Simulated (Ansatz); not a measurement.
Geometry optimisation, Ansatz, RKS PBE/def2-SVP.

Input:

```yaml
crystal:
  periodic: [false, false, false]
  atoms:
    - { symbol: W, position_ang: [-0.051827, 0.086197, -0.079516] }
    - { symbol: H, position_ang: [0.502099, -0.069917, 1.53715] }
    - { symbol: F, position_ang: [1.817216, 0.142295, -0.134796] }
    - { symbol: H, position_ang: [0.056173, 1.406701, 0.975257] }
    - { symbol: O, position_ang: [-1.866497, -0.060831, 0.232807] }
    - { symbol: H, position_ang: [-2.698173, -0.223564, 0.704566] }
    - { symbol: H, position_ang: [0.18311, -1.412508, 0.676819] }
    - { symbol: O, position_ang: [0.117361, 0.338649, -1.986517] }
    - { symbol: H, position_ang: [0.910738, 0.459078, -2.53957] }
basis:
  gaussian: { orbitals: def2-SVP }
hamiltonian:
  xc: pbe
relax:
  f_tol: 0.03
  max_steps: 50
```

Launched with:

```bash
$ ansatz run input.yaml --threads 2 --pin off --max-ram 3072MiB --backend cpu --events-out ev --progress --plain --runs-dir out
```

Where does it end, and by what steps?

It converged. After 6 steps the energy has fallen by 0.045 eV; H2 moved furthest, 0.11 Å.

```json
{"step": "0", "energy less start (eV)": "0.0000", "largest force component (eV/Å)": "0.916", "accepted": "yes"}
{"step": "1", "energy less start (eV)": "-0.0104", "largest force component (eV/Å)": "0.437", "accepted": "yes"}
{"step": "2", "energy less start (eV)": "-0.0434", "largest force component (eV/Å)": "0.088", "accepted": "yes"}
{"step": "3", "energy less start (eV)": "-0.0438", "largest force component (eV/Å)": "0.062", "accepted": "yes"}
{"step": "4", "energy less start (eV)": "-0.0443", "largest force component (eV/Å)": "0.127", "accepted": "yes"}
{"step": "5", "energy less start (eV)": "-0.0446", "largest force component (eV/Å)": "0.063", "accepted": "yes"}
{"step": "6", "energy less start (eV)": "-0.0447", "largest force component (eV/Å)": "0.019", "accepted": "yes"}
```

```xyz
9
Properties=species:S:1:pos:R:3
W -0.029 0.085 -0.073
H 0.408 -0.083 1.599
F 1.862 0.152 -0.163
H 0.076 1.396 0.997
O -1.842 -0.059 0.222
H -2.685 -0.212 0.678
H 0.209 -1.409 0.696
O 0.107 0.335 -1.985
H 0.864 0.461 -2.584
```

Whether the end is a true minimum wasn't checked by a vibrational analysis.

Time of the run: 8.3 s on 2 threads of Intel(R) Xeon(R) 6975P-C (Granite Rapids) (shared host), peak memory 0.15 GiB.
